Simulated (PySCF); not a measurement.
Energy of Bi²⁺ (bismuth, charge +2) between two integer charges

The 6p alpha orbital of [Xe] 4f14 5d10 6s2 6p1 is emptied in steps (occupation f), with all orbitals relaxed, ending at [Xe] 4f14 5d10 6s2. Computed with PySCF 2.14 in aug-cc-pVTZ-PP with ECP60MDF (6s5p4d2f, 55 functions), with a scalar-relativistic core potential. The exact energy is a straight line in f; departures are measured from the line between the end points of the same method.

```csv
f,UHF (eV),LDA (eV),PBE (eV),PBE0 (eV),r2SCAN (eV),LC-wPBE (eV),BHandHLYP (eV),wB97X (eV),MN15 (eV),M06-2X (eV)
1,0.000,0.000,0.000,0.000,0.000,0.000,0.000,0.000,0.000,0.000
0.75,0.050,-0.783,-0.760,-0.555,-0.705,-0.065,-0.381,-0.139,-0.437,-0.302
0.5,0.066,-1.043,-1.011,-0.736,-0.921,-0.081,-0.508,-0.186,-0.574,-0.379
0.25,0.049,-0.780,-0.757,-0.549,-0.669,-0.056,-0.382,-0.138,-0.422,-0.297
0,0.000,0.000,0.000,0.000,0.000,0.000,0.000,0.000,0.000,0.000
```

```tsv
method	E(f=0) − E(f=1) (eV)	−ε at f=1 (eV)	−ε at f=0.5 (eV)
UHF	23.042	23.311	23.039
LDA	23.883	19.713	23.891
PBE	23.634	19.580	23.642
PBE0	23.660	20.689	23.677
r2SCAN	23.727	19.924	23.818
LC-wPBE	23.765	23.397	23.791
BHandHLYP	23.655	21.621	23.655
wB97X	23.474	22.737	23.474
MN15	23.740	21.382	23.776
M06-2X	23.658	21.945	23.699
```

Orbital energy along the path (eV):

```csv
f,UHF,LDA,PBE,PBE0,r2SCAN,LC-wPBE,BHandHLYP,wB97X,MN15,M06-2X
1,-23.311,-19.713,-19.580,-20.689,-19.924,-23.397,-21.621,-22.737,-21.382,-21.945
0.75,-23.173,-21.795,-21.611,-22.190,-21.891,-23.607,-22.638,-23.099,-22.599,-22.937
0.5,-23.039,-23.891,-23.642,-23.677,-23.818,-23.791,-23.655,-23.474,-23.776,-23.699
0.25,-22.909,-25.978,-25.660,-25.138,-25.625,-23.934,-24.670,-23.854,-24.910,-24.330
0,-22.784,-28.012,-27.655,-26.567,-27.100,-24.040,-25.697,-24.181,-25.884,-25.441
```

Reference removal energy between the ground levels: 25.571 eV (measured; NIST Atomic Spectra Database, ionization energies). The calculation has no spin-orbit coupling. UHF lacks correlation.
